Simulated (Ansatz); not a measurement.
The same path of AlClH4OSi (8 atoms, charge 0, multiplicity 1) was run twice with different band settings. The coordinate that changes most is the dihedral H5–O1–Si2–Al3.

The calculation used RKS LDA/def2-SVP (Ansatz).

Relaxed end points:

```xyz
8
Properties=species:S:1:pos:R:3
O -1.386 0.143 1.083
Si -0.754 0.690 -0.361
Al 1.339 -0.552 -0.454
Cl 1.299 -1.646 1.378
H -0.783 -0.488 1.536
H -1.686 0.392 -1.512
H -0.558 2.188 -0.350
H 2.622 -0.784 -1.375
```

```xyz
8
Properties=species:S:1:pos:R:3
O -1.317 0.021 1.227
Si -0.616 0.509 -0.208
Al 1.496 -0.683 -0.393
Cl 2.077 -1.983 1.153
H -2.180 0.415 1.449
H -1.499 0.219 -1.409
H -0.386 2.010 -0.257
H 2.517 -0.565 -1.617
```

Common settings: climbing image yes; spring 5.0 eV/Å²; optimiser quadratic models (default); start path through a guess of the saddle point; force threshold 0.05 eV/Å; iteration limit 60; end points relaxed.

| run | movable images |
| --- | --- |
| 1 | 9 |
| 2 | 2 |

Question: What does each run give, and how far can it be trusted?

Answer: Run 1: converged after 18 iterations, highest image 0.142 eV above the first end. A vibrational analysis at the climbing image gives one clearly imaginary mode, 251i cm⁻¹: a first-order saddle point.
Run 2: converged after 36 iterations, highest image 0.138 eV above the first end. The order of the stationary point at the top wasn't checked. So few images can step over the top or miss a turn of the path.
